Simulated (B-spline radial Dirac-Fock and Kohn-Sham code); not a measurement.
Rh¹⁶⁺: eigenvalues, ΔSCF and the reference

System: the Rh¹⁶⁺ ion, configuration 1s2 2s2 2p6 3s2 3p6 3d10 4s1.

The density-functional columns are spherical, spin-unpolarised Dirac-Kohn-Sham results without Breit or QED terms: −ε is minus the orbital energy of the initial state and ΔSCF the difference of two total energies. The reference in the last column comes from ΔSCF Dirac-Fock with Breit, self-energy and vacuum polarisation, finite nucleus, configuration average. All numbers are from a radial atomic solver, in eV; a selection of levels is shown. For the 1s level of heavy atoms much of the gap between ΔSCF and the reference is the Breit and QED part, -68.1 eV here; for other levels the error of the functional can be larger.

```tsv
level	LDA −ε	LDA ΔSCF	Dirac-Fock
K (1s)	23398.1	23707.3	23645.5
L1 (2s)	3727.0	3790.6	3833.7
L2 (2p1/2)	3483.7	3559.9	3565.0
L3 (2p3/2)	3338.9	3412.0	3422.1
M2 (3p1/2)	875.4	903.4	919.0
M3 (3p3/2)	849.8	877.2	893.1
M4 (3d3/2)	680.8	710.1	708.8
M5 (3d5/2)	675.6	704.7	703.9
N1 (4s)	405.3	417.9	414.7
```

For the outermost level NIST gives 415.97 ± 0.14 eV (semi-empirical); the differences from it are LDA −ε -10.65, LDA ΔSCF +1.97, Dirac-Fock -1.26 eV.

Values without a named source are computed, but for edge energies of neutral atoms, which are taken from tables.
